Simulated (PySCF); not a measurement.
An unknown shows these calculated signals:

$^{1}$H NMR (400 MHz, computed): δ 8.56 (m, 1H), 7.81 (m, 1H), 6.65 (m, 1H), 6.54 (m, 1H), 2.83 (m, 3H).

$^{13}$C{$^{1}$H} NMR (computed): δ 172.9 (C), 160.2 (C), 128.2 (CH), 122.5 (CH), 115.8 (CH), 109.0 (CH), 20.8 (CH3).

PySCF 2.14.0 with density-fitted response routines calculation with geometry from PBE0-D3(BJ)/def2-SVP and σ from GIAO-KT2/pcSseg-1; one computed conformer, no solvent model, no relativistic terms, fast rotation and ring inversion assumed for equivalent nuclei.

Shifts are taken against calculated references (same method and geometry level): TMS for $^{1}$H (σ = 31.18 ppm), $^{13}$C (σ = 183.22 ppm).

Task: Which of these does the molecule contain: a heteroaromatic ring, an ester, an S-methyl group, a nitrile?

Result: 
- A heteroaromatic ring: yes.
- An ester: no.
- An S-methyl group: no.
- A nitrile: no.

The data belong to SMILES Cc1nn2ccccc2p1, C$_{7}$H$_{7}$N$_{2}$P; they needn't prove each group on their own.

Carbon signals by region: 2 in the far downfield region (above 160 ppm), 4 in the sp2 and nitrile region (100–160 ppm), 1 below 50 ppm. Above 160 ppm: 172.9, substituted aromatic carbon next to a ring nitrogen, 160.2, ring-fusion aromatic carbon.

Splittings by $^{31}$P in the carbon and heteronuclear signals aren't shown, as no couplings were computed. Shifts are as computed. Against solution values, carbons near 30 ppm lie about +2 ppm off and those near 130 ppm about -5 ppm. Of 1211 compounds with measured shifts, 218 miss one by over three times the rms of a fit or turn the order of signals round; such compounds aren't used in these exercises. Multiplicities follow the n + 1 count of equivalent neighbours, as no J values were calculated; m marks all less simple cases, F and P coupling included.
